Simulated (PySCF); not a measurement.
Delta-SCF ions had no search for a lower state. Excitations are Tamm–Dancoff values on a coarser integration grid. The basis has no diffuse functions, so Rydberg states are missing or too high.

## C₉H₆BNS, SMILES `Bc1cc(C#N)cc2sccc12` (charge 0, multiplicity 1)

These are r2SCAN-D4/def2-TZVP // r2SCAN-D4/def2-SVP run with PySCF values and carry that method's errors.

| Quantity | Value |
|---|---|
| HOMO | -6.41 eV |
| dipole moment | 5.18 D |
| HOMO–LUMO gap | 3.00 eV |
| LUMO | -3.41 eV |
| S1 excitation (TDA) | 3.46 eV |
| S1 oscillator strength | 0.092 |
| brightest of the four lowest singlets (TDA) | 4.75 eV |
| T1 excitation (TDA) | 2.58 eV |
| S1–T1 gap (TDA) | 0.87 eV |
| vertical ionisation energy (Delta-SCF) | 8.59 eV |
| total energy | -824.2375 Ha |
| cost | about 90 core-minutes (a rough figure) |

```xyz
18

B      0.2809     2.4320    -0.8459
C     -0.1150     1.0391    -0.3149
C     -1.4532     0.7930     0.0310
C     -1.8899    -0.4581     0.5244
C     -3.2653    -0.6543     0.8624
N     -4.3875    -0.8099     1.1372
C     -0.9749    -1.5136     0.6851
C      0.3587    -1.2911     0.3477
S      1.6565    -2.4495     0.4657
C      2.7861    -1.2828    -0.1375
C      2.2217    -0.0677    -0.4197
C      0.8160    -0.0352    -0.1509
H     -0.5705     3.2812    -0.9539
H      1.4184     2.6929    -1.1539
H     -2.1880     1.5942    -0.0833
H     -1.3135    -2.4802     1.0662
H      3.8324    -1.5698    -0.2524
H      2.7872     0.7800    -0.8074
```
Charge 0, spin multiplicity 1.
